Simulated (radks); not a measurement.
Initial-state core-level shifts of the gadolinium ion Gd+ when its valence configuration changes from [Xe] 4f7 5d1 6s1. Method: Dirac Kohn-Sham, PBE, spin-unpolarised, spherical densities, point nucleus; open shells are shared between the two j in proportion to 2j + 1; computed with a radial shooting solver on a logarithmic mesh with Libxc functionals. Shifts are changes of the shell-averaged eigenvalues in eV (positive: less bound).

valence                  1s      2p      3p      5p
4f7 6s2              -2.245  -2.348  -2.293  -2.143
4f7 5d0.5 6s1.5      -1.088  -1.138  -1.113  -1.047
4f8 6s1              +6.356  +6.802  +7.716  +2.978
4f7 5d0.5 6s1 6p0.5  -1.723  -1.766  -1.738  -1.664
4f7 5d2              +1.938  +2.024  +1.987  +1.909
4f7 5d1.5 6s0.5      +1.012  +1.057  +1.036  +0.989
4f7.5 5d0.5 6s1      +3.321  +3.560  +4.052  +1.496
4f7 5d1 6p1          -1.252  -1.237  -1.233  -1.222
4f6.5 5d1 6s1 6p0.5  -5.340  -5.654  -6.188  -3.180
